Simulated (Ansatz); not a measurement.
Reaction (cleavage of the Si–As bond): `O[AsH][SiH3]` + `[OH][GeH3]` → `[SiH3][O][GeH3]` + `O[AsH2]`

Gas-phase electronic energies from Ansatz, PBE0-D4/def2-TZVP geometries. CCSD(T)/CBS adds triple-zeta CCSD(T) − MP2 to the extrapolated MP2 energy (def2 sets, frozen cores). Functionals use def2-TZVPP. For As, Ge outer-core shells are correlated without core-valence functions, which leaves a few kJ/mol of doubt a bond. Scalar relativity is left out up to krypton. One conformer a species, not always the lowest.

CCSD(T)/CBS gives -0.82 eV.

Question: Another level gave -0.74 eV. Which?
A. PBE-QIDH/def2-TZVPP
B. BLYP-D4/def2-TZVPP
C. CAM-B3LYP/def2-TZVPP
D. PBE0/def2-TZVPP

Answer: B. BLYP-D4 -0.74, CAM-B3LYP -0.89, PBE-QIDH -0.79, PBE0 -0.67 eV.

Largest T1 diagnostic among the species: 0.012.

From PBE to PBE0 (25 % exact exchange), in def2-TZVPP and without D4, ΔE moves by −0.08 eV. In def2-TZVPP, CCSD(T) changes the Hartree–Fock value by +0.24 eV (the triples alone add +0.04 eV) and MP2 by +0.22 eV. Leaving LDA and LC-ωPBE aside and taking each functional with its dispersion term where it has one, the values, not all of them listed here, spread over 0.33 eV, from BHLYP-D4 to PBE-D4. LDA lies −0.03 eV from PBE without D4.
